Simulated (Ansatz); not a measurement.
Molecule: sum formula SiHF2, charge 0, multiplicity 2. It need not be the lowest isomer of its formula. 
Geometry from a B3LYP-D3(BJ)/def2-TZVP (Ansatz, an electronic-structure program) optimisation:
```xyz
4

Si    -0.0098     0.4860     0.0987
F      1.2817    -0.4565     0.1166
F     -1.2790    -0.4542    -0.1503
H      0.1137     1.3926    -1.0793
```
Charge 0, spin multiplicity 2.

Computed values are from Ansatz. Valence correlation only, unless marked. Open shells are spin-unrestricted. Spin-orbit coupling is left out. Non-relativistic. CBS(X,Y): correlation extrapolated as X^-3; Hartree-Fock from the larger set (for Q and 5 zeta extrapolated as (X+1)exp(-9√X)).

```yaml
atomisation energy De: 346.0 kcal/mol at CCSD(T)/CBS(cc-pV(Q+d)Z,cc-pV(5+d)Z)
total_energy: -489.3304 Eh at CCSD(T)/CBS(cc-pV(Q+d)Z,cc-pV(5+d)Z)
dipole_moment: 1.48 D at CCSD(T)/aug-cc-pV(D+d)Z
T1 diagnostic: 0.014 at CCSD/cc-pV(5+d)Z
```
